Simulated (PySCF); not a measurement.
Sn(NH2)2 (H4N2Sn), SMILES [NH2][Sn][NH2] (connectivity only; charge and spin as stated), neutral, multiplicity 1.

Geometry: B3LYP-D3(BJ)/def2-SVP. The def2 effective core potentials stand for the cores of Sn; spin–orbit coupling is left out. Other conformers were not sampled.

Level of theory: TDDFT-CAM-B3LYP/def2-SVPD in PySCF.

Vertical excitations. The molecule is in vacuum. State labels are in the subgroup C2v.

Computed lowest excited states:
```csv
state,symmetry,energy (eV),λ (nm),f,main pairs
S1,B2,4.76,260,0.042,HOMO→LUMO 96 %
S2,B1,4.83,257,0.092,HOMO−1→LUMO 98 %
S3,A1,5.69,218,0.045,HOMO−2→LUMO 94 %
S4,B1,5.71,217,0.041,HOMO→LUMO+1 93 %
S5,A2,5.96,208,0.000,"HOMO→LUMO+2 72 %, HOMO−2→LUMO+1 13 %, HOMO→LUMO+3 11 %"
S6,B2,6.52,190,0.448,HOMO−1→LUMO+1 95 %
S7,A2,6.73,184,0.000,HOMO−2→LUMO+1 78 %
S8,A1,6.96,178,0.005,HOMO−1→LUMO+2 97 %
S9,B1,7.07,175,0.101,"HOMO−2→LUMO+2 68 %, HOMO→LUMO+6 13 %, HOMO−2→LUMO+3 11 %"
S10,A2,7.08,175,0.000,"HOMO→LUMO+3 73 %, HOMO→LUMO+2 15 %"
T1,B1,3.48,357,0,HOMO−1→LUMO 99 %
T2,B2,3.77,329,0,HOMO→LUMO 97 %
T3,A1,4.56,272,0,HOMO−2→LUMO 96 %
T4,B2,5.12,242,0,HOMO−1→LUMO+1 94 %
```
Triplets are in the Tamm–Dancoff approximation, which puts them higher than full response would, so one can lie above its singlet here.
